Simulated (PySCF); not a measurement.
**State search for SnPb**

Unrestricted PBE0; Sn aug-cc-pVDZ-PP with ECP28, Pb aug-cc-pVDZ-PP with ECP60; scalar-relativistic core potentials (PySCF 2.14). Outer shells of the fragments: Sn 4d10 5s2 5p2; Pb 5d10 6s2 6p2.

Followed along the bond (rough minima from three points):

| 2Ms+1 | unpaired | ⟨S²⟩ at the start | R at minimum (Å) | Te (eV) |
| --- | --- | --- | --- | --- |
| 3 | π ↑↑ | 2.00 | 2.83 | 0.00 |
| 1 | π ↑↓ | 1.00 | 2.84 | 0.19 |
| 3 | σ ↑, π ↑ | 2.01 | 2.72 | 0.35 |
| 1 | σ ↓, π ↑ | 1.01 | 2.72 | 0.54 |
| 1 | none | 0.00 | 2.86 | 0.69 |

Solutions found at the starting distance of 2.745 Å, counted from the lowest of them; the search is not exhaustive and high or unbound solutions are not listed, so other states can lie among these:

```tsv
2Ms+1	unpaired	term	E (eV)	⟨S²⟩	⟨Lz²⟩	μ (D)
3	π ↑↑	³Σ⁻	0.00	2.00	0.00	0.64
1	π ↑↓	mixed	0.19	1.00	2.01	0.63
3	σ ↑, π ↑	³Π	0.32	2.01	1.00	0.55
1	σ ↓, π ↑	mixed	0.51	1.01	1.00	0.53
1	none	mixed	0.70	0.00	2.00	0.58
5	σ ↑, π ↑↑↑	⁵Π	1.06	6.00	1.01	0.41
3	σ ↑, π ↑↑↓	mixed	1.57	3.01	3.02	0.40
3	σ ↓, π ↑↑↑	mixed	1.63	3.02	1.00	0.41
3	π ↑↑	mixed	1.88	2.01	2.01	0.46
5	σ ↑↑, π ↑↑	⁵Σ⁻	3.34	6.00	0.00	-1.24
5	π ↑↑↑↑	⁵Σ⁺	3.35	6.01	0.00	-0.17
3	σ ↑↑, π ↑↓	mixed	3.84	3.01	2.01	-1.37
1	σ ↓↓, π ↑↑	mixed	3.95	2.01	0.00	-1.47
1	σ ↓, π ↑	mixed	4.42	1.01	1.01	-2.46
```

A term symbol is given only where ⟨S²⟩ and ⟨Lz²⟩ are close to those of a pure state; real π, δ and φ orbitals otherwise mix terms. A positive dipole means Sn(−)Pb(+).

These are scalar-relativistic numbers at best; spin–orbit coupling would shift them, the dissociation energy most.
